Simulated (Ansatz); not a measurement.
Species: CH₄Al, net charge 1, singlet state. It need not be the lowest isomer of its formula. SMILES: [CH3][AlH+]
Geometry: optimised at B3LYP-D3(BJ)/def2-TZVP (Ansatz, a first-principles code).

Quantity: vertical electron affinity (to the doublet state of charge +0; a negative value means that the extra electron is unbound and the number depends on the basis; each state is the SCF solution reached for its spin; the molecule has degenerate orbitals, so one determinant may break the symmetry), in eV. Correlated levels leave the core frozen unless marked. Open shells are spin-unrestricted. No spin-orbit coupling. Non-relativistic. CBS marks a two-point X^-3 extrapolation of the correlation energy; Hartree-Fock from the larger set. The bracket is a focal-point correction in the basis named.

| level | program | vertical electron affinity (eV) |
|---|---|---|
| SVWN5/def2-TZVPD | Ansatz | 5.56 |
| SCS-MP2/def2-TZVPPD | Ansatz | 5.12 |
| CCSD/aug-cc-pV(D+d)Z | Ansatz | ? |
| RI-MP2/CBS(aug-cc-pV(T+d)Z,aug-cc-pV(Q+d)Z)+[CCSD(T)-MP2]/aug-cc-pV(T+d)Z | Ansatz | 5.38 |

**Question.** Some entries are withheld; supply them.

**Answer.** 
- CCSD/aug-cc-pV(D+d)Z, vertical electron affinity (eV): 5.26
